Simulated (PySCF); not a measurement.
Atom-mapped SMILES (the numbers label the heavy atoms): `[BH2:1][S:2][BH:3][F:4]`. Hydrogens are named by the atom that carries them.

Geometry: PBE0-D3(BJ)/def2-SVP; GIAO absolute shieldings from PySCF, gas phase, non-relativistic, averaged over equivalent atoms.

At PBE0/pcSseg-0 (46 basis functions, 1.6 s wall time on 1 thread of an Intel Xeon 6975P-C, shared host):
```tsv
atoms	σ (ppm)
B1	17.3
B3	41.9
S2	378.8
F4	139.2
H(B1)	24.07
H(B3)	25.54
```

Q: What do these become at B97-2/pcSseg-2?

A: 
| atoms | σ at B97-2/pcSseg-2 | change |
| --- | --- | --- |
| B1 | 24.0 | +6.7 |
| B3 | 47.0 | +5.1 |
| S2 | 368.1 | -10.7 |
| F4 | 188.9 | +49.7 |
| H(B1) | 23.90 | -0.17 |
| H(B3) | 25.22 | -0.32 |

The largest change is at F4 (fluorine bonded to B). Cost: 193 basis functions, 7.3 s wall time on 1 thread of an Intel Xeon 6975P-C, shared host.
